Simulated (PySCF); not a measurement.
## A series of derivatives of C=C[CH+]C

Parent skeleton `[CH2:1]=[CH:2][CH+:3][CH3:4]`; one hydrogen on atom 3 is replaced by X. Hydrogens on one atom are averaged.

No relativistic terms, one conformer, one averaged value for each set of equivalent atoms, gas phase. Shielding tensors at PBE0/pcSseg-1 (GIAO); geometry: GFN2-xTB; PySCF 2.14.0 with density-fitted response routines.

Chemical shifts δ = σref − σ; ¹³C, ¹H against TMS, all at this level.

Parent (X = H): C1 215.0, C2 153.7, C3 260.8, C4 44.3, H(C1) 9.43, H(C2) 8.58, H(C4) 4.32 ppm. Effects are Δδ = δ(X) − δ(H), positive for deshielding.

Q: Give Δδ (ppm) for X = nPr, OCH3, iPr, CH2CF3.

A: 
```tsv
X	SMILES	C1	C2	C3	C4	H(C1)	H(C2)	H(C4)
nPr	C=C[C+](C)CCC	-30.5	-4.8	-2.8	-2.7	-1.21	-0.42	-0.65
OCH3	C=C[C+](C)OC	-38.9	-13.2	-32.3	-24.2	-1.06	-1.15	-1.23
iPr	C=C[C+](C)C(C)C	-32.7	-3.7	+28.2	-13.0	-0.81	-0.48	-0.77
CH2CF3	C=C[C+](C)CC(F)(F)F	-14.9	-1.3	+5.4	+4.2	-0.28	-0.06	-0.14
```

Q: Which position responds most, and to which substituents?

A: C3: from -32.3 ppm with OCH3 to +28.2 ppm with iPr.
